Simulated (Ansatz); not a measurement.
Stretching the C1–H4 bond in dimethyl selenide (SMILES C[Se]C) (multiplicity 1 held, fragments rigid). Energies count from the point at 1.088 Å.
Geometry at that point (charge 0, multiplicity 1):
```xyz
9

C      1.44143    -0.25392     0.82996
Se     0.01352     0.12219    -0.46064
C     -1.48828    -0.16951     0.76637
H      1.35596    -1.27459     1.19691
H      2.38542    -0.13533     0.30226
H      1.39575     0.45248     1.65619
H     -1.47767    -1.19296     1.13541
H     -2.40011     0.00253     0.19840
H     -1.43789     0.53411     1.59469
```

Restricted levels (R-, RO-) in cc, def2 and unpolarised 6-31G sets keep to the state of the molecule at rest. Unrestricted levels (U-) break spin symmetry where that is lower. Active spaces are followed from a long bond inwards. Curves can end on different states.

Correlated levels freeze the cores. Filled d and f shells under p-block atoms count as core.

Codes used: Ansatz (Gaussian basis) for Hartree–Fock, density functionals and correlated methods. Values without a source in brackets are computed.

Energies in kJ/mol.

```json
[
 {"R (Å)": "0.870", "R-HF/cc-pVDZ": "132", "U-SCS-MP2/cc-pVDZ": "143", "U-CCSD/cc-pVDZ": "143", "R-CCSD(T)/cc-pVDZ": "144", "FIC-MRCISD on CASSCF(2,2)/cc-pVDZ": "143", "FIC-MRCISD+Q on CASSCF(2,2)/cc-pVDZ": "143"},
 {"R (Å)": "0.979", "R-HF/cc-pVDZ": "26", "U-SCS-MP2/cc-pVDZ": "32", "U-CCSD/cc-pVDZ": "32", "R-CCSD(T)/cc-pVDZ": "32", "FIC-MRCISD on CASSCF(2,2)/cc-pVDZ": "32", "FIC-MRCISD+Q on CASSCF(2,2)/cc-pVDZ": "32"},
 {"R (Å)": "1.088", "R-HF/cc-pVDZ": "0", "U-SCS-MP2/cc-pVDZ": "0", "U-CCSD/cc-pVDZ": "0", "R-CCSD(T)/cc-pVDZ": "0", "FIC-MRCISD on CASSCF(2,2)/cc-pVDZ": "0", "FIC-MRCISD+Q on CASSCF(2,2)/cc-pVDZ": "0"},
 {"R (Å)": "1.197", "R-HF/cc-pVDZ": "17", "U-SCS-MP2/cc-pVDZ": "12", "U-CCSD/cc-pVDZ": "12", "R-CCSD(T)/cc-pVDZ": "11", "FIC-MRCISD on CASSCF(2,2)/cc-pVDZ": "11", "FIC-MRCISD+Q on CASSCF(2,2)/cc-pVDZ": "11"},
 {"R (Å)": "1.306", "R-HF/cc-pVDZ": "57", "U-SCS-MP2/cc-pVDZ": "47", "U-CCSD/cc-pVDZ": "46", "R-CCSD(T)/cc-pVDZ": "45", "FIC-MRCISD on CASSCF(2,2)/cc-pVDZ": "45", "FIC-MRCISD+Q on CASSCF(2,2)/cc-pVDZ": "45"},
 {"R (Å)": "1.469", "R-HF/cc-pVDZ": "134", "U-SCS-MP2/cc-pVDZ": "117", "U-CCSD/cc-pVDZ": "115", "R-CCSD(T)/cc-pVDZ": "112", "FIC-MRCISD on CASSCF(2,2)/cc-pVDZ": "112", "FIC-MRCISD+Q on CASSCF(2,2)/cc-pVDZ": "112"},
 {"R (Å)": "1.632", "R-HF/cc-pVDZ": "217", "U-SCS-MP2/cc-pVDZ": "192", "U-CCSD/cc-pVDZ": "187", "R-CCSD(T)/cc-pVDZ": "182", "FIC-MRCISD on CASSCF(2,2)/cc-pVDZ": "182", "FIC-MRCISD+Q on CASSCF(2,2)/cc-pVDZ": "182"},
 {"R (Å)": "1.904", "R-HF/cc-pVDZ": "346", "U-SCS-MP2/cc-pVDZ": "353", "U-CCSD/cc-pVDZ": "296", "R-CCSD(T)/cc-pVDZ": "281", "FIC-MRCISD on CASSCF(2,2)/cc-pVDZ": "281", "FIC-MRCISD+Q on CASSCF(2,2)/cc-pVDZ": "282"},
 {"R (Å)": "2.176", "R-HF/cc-pVDZ": "453", "U-SCS-MP2/cc-pVDZ": "412", "U-CCSD/cc-pVDZ": "374", "R-CCSD(T)/cc-pVDZ": "351", "FIC-MRCISD on CASSCF(2,2)/cc-pVDZ": "351", "FIC-MRCISD+Q on CASSCF(2,2)/cc-pVDZ": "352"},
 {"R (Å)": "2.502", "R-HF/cc-pVDZ": "557", "U-SCS-MP2/cc-pVDZ": "436", "U-CCSD/cc-pVDZ": "420", "R-CCSD(T)/cc-pVDZ": "396", "FIC-MRCISD on CASSCF(2,2)/cc-pVDZ": "401", "FIC-MRCISD+Q on CASSCF(2,2)/cc-pVDZ": "402"},
 {"R (Å)": "2.938", "R-HF/cc-pVDZ": "660", "U-SCS-MP2/cc-pVDZ": "446", "U-CCSD/cc-pVDZ": "436", "R-CCSD(T)/cc-pVDZ": "410", "FIC-MRCISD on CASSCF(2,2)/cc-pVDZ": "430", "FIC-MRCISD+Q on CASSCF(2,2)/cc-pVDZ": "431"},
 {"R (Å)": "3.482", "R-HF/cc-pVDZ": "750", "U-SCS-MP2/cc-pVDZ": "449", "U-CCSD/cc-pVDZ": "440", "R-CCSD(T)/cc-pVDZ": "389", "FIC-MRCISD on CASSCF(2,2)/cc-pVDZ": "440", "FIC-MRCISD+Q on CASSCF(2,2)/cc-pVDZ": "442"}
]
```

Doubts at one or more of the structures used: a restricted determinant that unrestricted orbitals would lower (R-HF/cc-pVDZ, R-CCSD(T)/cc-pVDZ); a spin-contaminated determinant (U-SCS-MP2/cc-pVDZ, U-CCSD/cc-pVDZ); T1 above 0.05 (U-CCSD/cc-pVDZ, R-CCSD(T)/cc-pVDZ); other coupled-cluster roots lie near (R-CCSD(T)/cc-pVDZ).

Ansatz is an electronic-structure program.
